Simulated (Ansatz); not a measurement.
A relaxation, step by step

SiHClF₂, singlet, PBE-D4/STO-3G (Ansatz 0.2.0). Settings:

```yaml
hamiltonian: {xc: pbe, dispersion: d4}
relax: {f_tol: 0.01, max_steps: 60, escape_saddle: false}
```

Start, the saddle point found with PBE0-D4 in triple zeta (not stationary at another level):

```json
{"atom": "Si1", "x (Å)": "0.3164", "y (Å)": "-0.2834", "z (Å)": "0.4929"}
{"atom": "F2", "x (Å)": "-1.0163", "y (Å)": "-0.4732", "z (Å)": "1.3263"}
{"atom": "F3", "x (Å)": "0.4973", "y (Å)": "-1.6343", "z (Å)": "-0.3127"}
{"atom": "H4", "x (Å)": "0.6675", "y (Å)": "1.1504", "z (Å)": "-0.1985"}
{"atom": "Cl5", "x (Å)": "-0.4649", "y (Å)": "1.2406", "z (Å)": "-1.3079"}
```

| step | energy less the last (meV) | largest force component (eV/Å) |
| --- | --- | --- |
| 1 | 847.3 | 2.764 |
| 2 | 580.0 | 1.119 |
| 3 | 476.4 | 0.595 |
| 4 | 380.9 | 1.079 |
| 5 | 254.2 | 1.109 |
| 6 | 99.2 | 0.791 |
| 7 | 43.4 | 0.550 |
| 8 | 20.7 | 0.505 |
| 9 | 5.3 | 0.268 |
| 10 | 0.8 | 0.091 |
| 11 | 0.6 | 0.021 |
| 12 | 0.5 | 0.034 |
| 13 | 0.1 | 0.006 |
| 14 (rejected trial) | 0.4 | 0.092 |
| 15 | 0.0 | 0.017 |
| 16 | 0.0 | 0.019 |
| 17 | 0.0 | 0.008 |

Step 4, positions (Å) and forces (eV/Å):

```tsv
atom	x	y	z	Fx	Fy	Fz
Si1	0.448	-0.319	0.640	-0.490	-0.849	0.149
F2	-1.017	-0.570	1.402	0.628	0.089	-0.313
F3	0.503	-1.736	-0.243	-0.023	0.588	0.392
H4	0.510	1.050	-0.273	-0.871	0.387	-1.079
Cl5	-0.444	1.576	-1.526	0.757	-0.214	0.851
```

Step 6, positions (Å) and forces (eV/Å):

```json
{"atom": "Si1", "x": "0.361", "y": "-0.354", "z": "0.584", "Fx": "-0.006", "Fy": "-0.501", "Fz": "0.350"}
{"atom": "F2", "x": "-0.931", "y": "-0.711", "z": "1.555", "Fx": "0.160", "Fy": "0.014", "Fz": "-0.142"}
{"atom": "F3", "x": "0.568", "y": "-1.861", "z": "-0.069", "Fx": "-0.059", "Fy": "0.183", "Fz": "0.096"}
{"atom": "H4", "x": "0.263", "y": "1.012", "z": "-0.474", "Fx": "-0.378", "Fy": "0.623", "Fz": "-0.791"}
{"atom": "Cl5", "x": "-0.261", "y": "1.914", "z": "-1.596", "Fx": "0.283", "Fy": "-0.319", "Fz": "0.487"}
```

Step 11, positions (Å) and forces (eV/Å):

```tsv
atom	x	y	z	Fx	Fy	Fz
Si1	0.079	-0.477	0.411	-0.012	-0.021	0.004
F2	-0.786	-0.854	1.765	0.014	0.006	-0.016
F3	0.694	-1.989	0.163	-0.005	0.021	0.005
H4	0.043	1.092	-0.733	0.002	0.012	-0.008
Cl5	-0.030	2.228	-1.606	0.002	-0.018	0.015
```

Last step (17):

Si1  (-0.002, -0.510, 0.360)
F2  (-0.749, -0.845, 1.793)
F3  (0.730, -1.980, 0.191)
H4  (0.006, 1.081, -0.760)
Cl5  (0.015, 2.254, -1.583)
(Å)

Hardware: 2 CPU threads of an Arm Neoverse V2, shared host. Wall time about 9.5 s.
